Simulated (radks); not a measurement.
Values are calculated unless marked as measured or tabulated.
Species: Sn V. Configuration: [Kr] 4d10. Code: a radial shooting solver on a logarithmic mesh with Libxc functionals. Model: scalar-relativistic Kohn-Sham, BLYP, spin-polarised, spherical densities, finite nucleus; Fermi nuclear charge, rms radius 4.6519 fm.

Unscreened Slater integrals over Kohn-Sham orbitals (cm^-1). They are taken over the spin-up orbitals. Empty in this configuration: 5s.

F0(4d,4d): 185210
F2(4d,4d): 93267
F4(4d,4d): 61492
F0(4d,4p): 201730
F2(4d,4p): 101440
G1(4d,4p): 128740
G3(4d,4p): 79253
F0(4d,4s): 207770
G2(4d,4s): 96755
F0(4d,3d): 248710
F2(4d,3d): 52134
F4(4d,3d): 23435
G0(4d,3d): 16383
G2(4d,3d): 19251
G4(4d,3d): 14724
F0(4d,5s): 116230
G2(4d,5s): 17168
F0(4p,4p): 223490
F2(4p,4p): 117230
F0(4p,4s): 231770
G1(4p,4s): 157520
F0(4p,3d): 289240
F2(4p,3d): 69917
G1(4p,3d): 22100
G3(4p,3d): 21676
F0(4p,5s): 119460
G1(4p,5s): 8907.0
F0(4s,4s): 241180
F0(4s,3d): 307500
G2(4s,3d): 25070
F0(4s,5s): 120550
G0(4s,5s): 6035.0
F0(3d,3d): 633770
F2(3d,3d): 316880
F4(3d,3d): 202420
F0(3d,5s): 129370
G2(3d,5s): 3330.2
F0(5s,5s): 96438
